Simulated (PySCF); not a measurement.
The complex [Mn(OH)6]- (charge -1) contains Mn(V), shell d2. The structure is a model geometry with rigid ligands and bond lengths from ionic radii and bond length changed to 0.98 of its base value, not a minimum; coordination octahedral, point group S6, metal–donor distances 1.74 Å.

The d shell alone is too small an active space for [Mn(OH)6]- (an active orbital has only 0.59 squared overlap with the free ion's shell): its levels, fitted parameters, g values and moments show what this model gives and aren't sound predictions.

```
13

Mn    0.0000    0.0000    0.0000
O     0.0000    0.0000    1.7444
H     0.8000    0.0000    2.2844
O     0.0000    0.0000   -1.7444
H    -0.8000    0.0000   -2.2844
O     1.7444    0.0000    0.0000
H     2.2844    0.8000    0.0000
O    -1.7444    0.0000    0.0000
H    -2.2844   -0.8000    0.0000
O     0.0000    1.7444    0.0000
H     0.0000    2.2844    0.8000
O     0.0000   -1.7444    0.0000
H     0.0000   -2.2844   -0.8000
```

Method (PySCF 2.14, density fitting): CASSCF(2,5) with orbitals averaged over all microstates of the shell, strongly contracted NEVPT2 on the averaged canonical orbitals; basis x2c-TZVPall on the metal, x2c-SVPall elsewhere; spin-free X2C; IEF-PCM water; spin-orbit coupling by state interaction with the mean-field operator over all roots.

Which term lies lowest, and with what spin?

3Eg (from 3T1g) (S = 1, orbital degeneracy 2), with 2.0 electrons in the lower (t2g-type) set and 0.0 in the upper (eg-type) set, by NEVPT2; the next part of the same split term lies only 233 cm⁻¹ higher, which doesn't decide their order.

List the excited states of the same spin.

By NEVPT2: 3Ag (from 3T1g) at 233 cm⁻¹; 3Ag (from 3T2g) at 37293 cm⁻¹ (268 nm); 3Eg (from 3T2g) at 37624 cm⁻¹ (266 nm); 3Ag (from 3T1g) at 43634 cm⁻¹ (229 nm); 3Eg (from 3T1g) at 44643 cm⁻¹ (224 nm); 3Ag (from 3A2g) at 74073 cm⁻¹. All are electric-dipole forbidden at this geometry.

Which is the lowest state of another spin?

1Eg (from 1T2g) at 11918 cm⁻¹ by NEVPT2; CASSCF alone puts it at 13366 cm⁻¹ above the same ground state.

Give the fitted ligand-field and repulsion parameters.

At CASSCF level (the NEVPT2 levels don't fit a ligand-field model well): orbital energies 0, 0, 791, 32560, 32560 cm⁻¹; 10Dq = 32296 cm⁻¹ (difference of the means of the two sets); B = 886 cm⁻¹; C = 3550 cm⁻¹; B over its free-ion value at the same level 0.622; the fit misses the states by 846 cm⁻¹ rms, so splittings below that are unsure; ζ = 327 cm⁻¹ (free ion 464).

What magnetic behaviour follows?

Degenerate or low-lying orbital states mix with the ground state, so no spin-only Hamiltonian applies. The lowest spin-orbit level is 2-fold; the next lies at 110.7 cm⁻¹. The two lowest states form a pseudo-doublet split by 0.000 cm⁻¹ with g_z = 1.73. μeff is 2.34 μB at 300 K and 1.01 μB at 10 K; the spin-only value is 2.83 μB.

The geometry is a model, and the complex may not exist in this form. Charge-transfer states lie outside this active space and may come lower than some of these levels. The ground state is orbitally degenerate in this regular structure, which would distort (Jahn–Teller), so its moment is that of the undistorted model. 3Ag (from 3T1g) (233 cm⁻¹) lies within 300 cm⁻¹ of 3Eg (from 3T1g) at NEVPT2 level, inside the method's error: they are parts of one split term, whose order is undecided, and g values and low-temperature moments can hang on it. NEVPT2 lifts 3Ag (from 3T2g) from 30551 to 37293 cm⁻¹; on the d shell alone it tends to overshoot states that fill the eg-type orbitals. NEVPT2 on the d shell alone tends to put d–d bands too high for such charged or covalently bound ions.

The job took 18 s on one thread of Intel Xeon Platinum 8259CL @ 2.50GHz (shared host), with 162 basis functions, launched as `OMP_NUM_THREADS=1 python lf_run.py task.json out`.
